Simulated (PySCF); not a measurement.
In(F)2(SiH3) (F₂H₃InSi), SMILES [F][In]([F])[SiH3].

Geometry: r2SCAN-D4/def2-SVP. The def2 effective core potentials stand for the cores of In; spin–orbit coupling is left out.

These are r2SCAN-D4/def2-SVP (PySCF) values and carry that method's errors.

Frequencies are harmonic and unscaled.

Computed vibrational spectrum:
```
mode  ν (cm⁻¹)  IR (km/mol)  Raman (Å⁴/amu)  depolarisation  moving atoms (share of kinetic energy)
----  --------  -----------  --------------  --------------  --------------------------------------
1           21          0.0             0.0               –                                  H 94 %
2           75          5.0             1.5            0.75                F 49 %, Si 25 %, In 19 %
3          108         20.4             0.2            0.75                 F 51 %, In 34 %, Si 9 %
4          151         29.8             1.0            0.74                          F 88 %, In 9 %
5          291          0.0            22.2            0.18                        Si 73 %, In 16 %
6          464          1.5             3.7            0.74                          H 90 %, Si 9 %
7          480          1.0             9.4            0.74                          H 90 %, Si 9 %
8          605         86.7            10.7            0.11                         F 87 %, In 12 %
9          608         64.5             6.5            0.67                         F 83 %, In 17 %
10         829        224.6             2.0            0.25                          H 90 %, Si 9 %
11         927         39.5            22.4            0.75                                  H 97 %
12         931         38.6            21.2            0.75                                  H 97 %
13        2230         33.3           253.3            0.01                                  H 99 %
14        2250         50.2           120.6            0.74                                  H 96 %
15        2256         54.2           118.1            0.72                                  H 96 %
```
